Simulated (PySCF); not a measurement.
**CH7NOSi2**

CH7NOSi2 is a carbene (divalent C1, bonded to 1 N + 1 O), neutral, singlet. The structure, one conformer, was relaxed in the gas phase by PBE0-D3(BJ)/def2-SVP. No frequency run checks that it is a minimum.

SMILES: O[C]N([SiH3])[SiH3]

```xyz
12

C     0.901    1.308    0.669
O     1.581    0.885    1.707
N     0.152    0.361    0.055
Si   -0.745    0.997   -1.358
Si   -0.013   -1.386    0.480
H     1.474   -0.070    1.918
H    -2.190    0.665   -1.173
H    -0.264    0.289   -2.582
H    -0.539    2.460   -1.467
H     1.308   -2.081    0.424
H    -0.586   -1.559    1.848
H    -0.935   -1.943   -0.545
```
(Å; atoms numbered from 1)

Shieldings: GIAO PBE0/pcSseg-2. Shifts are against computed references at the same level: C TMS (σ 184.1 ppm), H TMS (σ 31.24 ppm), Si TMS (σ 341.3 ppm). Core levels by delta-SCF with SCAN, pcX-2 on the ionised atom and pcseg-1 elsewhere, spin-free X2C (2p3/2 is the spin-free 2p value less a third of a first-order spin-orbit splitting); from the vacuum level, for chosen atoms.

(1) Give the NMR and core-level values of the distinct atoms.

(2) By CAM-B3LYP/def2-SVPD (TDDFT singlets, Tamm-Dancoff triplets, ionisation by delta-SCF), where does absorption start, and what does vertical ionisation take?

## Answers

(1) 
```json
{"atoms": "C1", "bonded to": "1 N + 1 O", "σ (ppm)": "-127.5", "δ (ppm)": "311.6", "core level (eV)": "1s 292.47"}
{"atoms": "O2", "bonded to": "1 C + 1 H", "σ (ppm)": "51.8", "δ (ppm)": "-", "core level (eV)": "1s 539.80"}
{"atoms": "N3", "bonded to": "1 C + 2 Si", "σ (ppm)": "108.8", "δ (ppm)": "-", "core level (eV)": "1s 405.13"}
{"atoms": "Si4", "bonded to": "1 N + 3 H", "σ (ppm)": "381.9", "δ (ppm)": "-40.6", "core level (eV)": "2p3/2 107.46"}
{"atoms": "Si5", "bonded to": "1 N + 3 H", "σ (ppm)": "426.6", "δ (ppm)": "-85.3", "core level (eV)": "2p3/2 107.66"}
{"atoms": "H6", "bonded to": "1 O", "σ (ppm)": "24.03", "δ (ppm)": "7.21", "core level (eV)": "-"}
{"atoms": "H7 H8 H9", "bonded to": "1 Si", "σ (ppm)": "26.19", "δ (ppm)": "5.05", "core level (eV)": "-"}
{"atoms": "H10 H11 H12", "bonded to": "1 Si", "σ (ppm)": "26.60", "δ (ppm)": "4.64", "core level (eV)": "-"}
```

Values are those of this one static structure, with the three H of a rotating XH3 group averaged; atoms that internal rotation interchanges would show their mean in an NMR spectrum.

The core-hole state of C1 is spin-contaminated (⟨S²⟩ 0.85 against 0.75 for a pure doublet), so that value and differences from it are less sure.

(2) The lowest singlet lies at 4.43 eV (f 0.011), the strongest of the first 6 at 5.51 eV (f 0.074), the lowest triplet at 2.76 eV; vertical ionisation takes 8.47 eV.

The 3 runs behind this took 2.3 min in all, one thread each of Arm Neoverse V1 on a shared host, launched as `OMP_NUM_THREADS=1 python cluster_run.py task.json out`.
